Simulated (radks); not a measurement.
Initial-state core-level shifts of neutral gadolinium when its valence configuration changes from [Xe] 4f7 5d1 6s2. Method: Dirac Kohn-Sham, PBE, spin-unpolarised, spherical densities, finite nucleus; open shells fill j = l - 1/2 first; Fermi nuclear charge, rms radius 5.1569 fm; computed with a radial shooting solver on a logarithmic mesh with Libxc functionals. Shifts are changes of the shell-averaged eigenvalues in eV (positive: less bound); the change of the density at the nucleus, which sets a Mossbauer isomer shift, is in e/bohr^3, on a base of 6.285e+05.

valence                   2s       2p       3s       3d  density at nucleus
4f5 5d3 6s2          -16.386  -16.142  -18.796  -18.521              +83.97
4f7 5d0.5 6s2 6p0.5   -1.532   -1.531   -1.506   -1.512               +6.58
4f8 6s2               +6.632   +6.549   +7.461   +7.364              -34.12
4f7 5d1 6s1.5 6p0.5   -0.579   -0.579   -0.578   -0.578              -11.91
4f7 6s1.5 6p1.5       -3.718   -3.715   -3.657   -3.671               -0.10
4f6 5d1 6s2 6p1      -11.115  -11.002  -12.162  -12.047              +55.26
4f6.5 5d1.5 6s2       -3.722   -3.671   -4.240   -4.180              +19.21
4f7 5d1 6s1 6p1       -1.135   -1.135   -1.133   -1.133              -24.61
4f8 5d0.5 6s1 6p0.5   +6.618   +6.535   +7.432   +7.339              -58.00
